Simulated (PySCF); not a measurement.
## How methods differ on the ionisation energy of Ru

Ru [Kr] 4d7 5s1 (5F) → Ru+ [Kr] 4d7 (4F), as a difference of total energies. All numbers are calculated (PySCF 2.14, the spin-free X2C one-electron Hamiltonian (Gaussian nucleus), in aug-cc-pVTZ-DK (9s8p6d3f2g, 102 functions)). Correlated levels: valence: [Kr] frozen. The calculations carry no spin-orbit coupling.

```
           method  ionisation energy (eV)  error (eV)
              UHF                   6.296      -1.069
              LDA                   8.046      +0.681
              PBE                   7.764      +0.399
             PBE0                   7.469      +0.104
           r2SCAN                   7.669      +0.304
          r2SCANh                   7.584      +0.219
          wB97X-V                   7.001      -0.364
        BHandHLYP                   7.131      -0.234
    MP2 (valence)                   7.184      -0.181
SCS-MP2 (valence)                   6.911      -0.454
```

Reference: 7.365 eV (measured; NIST levels, between the centres of gravity of the two terms).

Errors of the correlated levels include the incompleteness of this basis and the frozen core.
